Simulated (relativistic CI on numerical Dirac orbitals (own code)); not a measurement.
# How well does a small relativistic CI reproduce La⁴⁺?

Calculated at this level of theory: Dirac-Coulomb-Breit CI, separate exchange-only KLI orbitals for each configuration, model QED, valence Slater integrals scaled by 0.85, P86 correlation energy added to each configuration (own radial code, finite nucleus).

Configurations in the expansion (outside the closed core [Kr] 4d10): 5s2 5p5, 5s 5p6, 5s2 5p4 5d, 5s2 5p4 4f, 5s2 5p4 5f, 5s 5p5 5d, 5s2 5p4 5g, 5s2 5p4 6s, 5s2 5p3 4f 5d, 5s2 5p4 6p, 5s 5p5 5f, 5s 5p5 4f. Double excitations out of closed p, d and f shells are left out; levels of such configurations are missing from the list, as are those of other unlisted configurations, and high levels can miss mixing partners.

```
Configuration  Term (tabulated)    J  Measured (cm⁻¹)  Computed  Error  Purity (%)
      5s2 5p5               2P°  3/2              0.0         0      0          99
       5s 5p6                2S  1/2         142970.1    147651   4681          64
   5s2 5p4 5d                4D  5/2         166600.9    168272   1671          74
   5s2 5p4 5d                4D  3/2         167307.9    168983   1675          65
   5s2 5p4 5d                4F  5/2         187535.0    189282   1747          79
   5s2 5p4 5d                4F  3/2         188299.0    190244   1945          63
   5s2 5p4 5d                2F  5/2         200771.0    203225   2454          75
   5s2 5p4 5d                2F  5/2         207398.0    209937   2539          61
```

Measured levels from Martin, Zalubas and Hagan, Atomic Energy Levels: The Rare-Earth Elements, NSRDS-NBS 60 (1978); pairs were made by configuration, J and term (by order where the table uses no LS term), so strongly mixed levels may be paired wrongly.

Mean error by configuration (cm⁻¹): 5s 5p6 4681; 5s2 5p4 5d 2005. Over the excited levels the mean absolute error is 2387 cm⁻¹ (7 of the 23 excited levels that our extract of the source holds in range could be paired, and the others can miss by more), and the median relative error of those above 1,000 cm⁻¹ is 1 %. Some levels of the ground configuration have no partner.
